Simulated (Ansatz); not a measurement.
Reaction (cleavage of the Al–Si bond): `[CH3][AlH][SiH2][SnH3]` + HBr → `[CH3][AlH][Br]` + `[SiH3][SnH3]`

Calculated with Ansatz (gas phase, PBE0-D4/def2-TZVP geometries, no zero-point term in ΔE). CCSD(T)/CBS is the MP2 limit (def2-TZVPP, def2-QZVPP) plus CCSD(T) − MP2 in def2-TZVPP, frozen cores. DFT in def2-TZVPP. B3LYP here is the variant with VWN-RPA as its local correlation; programs differ in this. def2 core potentials past Kr. For Br, Sn outer-core shells are correlated without core-valence functions, which leaves a few kJ/mol of doubt a bond. Scalar relativity is left out up to krypton. Each species was taken in one conformer, which may not be the lowest.

| level | ΔE (kcal/mol) |
| --- | --- |
| PBE | -34.6 |
| B3LYP | -38.8 |
| CCSD(T)/def2-TZVPP | -37.4 |
| SCS-MP2/def2-QZVPP | -40.2 |

(1) What does CCSD(T)/CBS give? (An estimate is asked.)

Largest T1 diagnostic among the species: 0.013.

## Answers

(1) Ansatz gave: -38.1 kcal/mol. The listed levels differ from it by 3.5, -0.7, 0.7, -2.1 kcal/mol.

In def2-TZVPP, CCSD(T) changes the Hartree–Fock value by +6.5 kcal/mol (the triples alone add +0.8 kcal/mol) and MP2 by +4.1 kcal/mol. The D4 term adds +0.9 kcal/mol with B3LYP and +0.6 kcal/mol with PBE0; it sums over pairs of atoms, weighted by their polarisabilities, and B3LYP, whose exchange is more repulsive, gets the larger term.
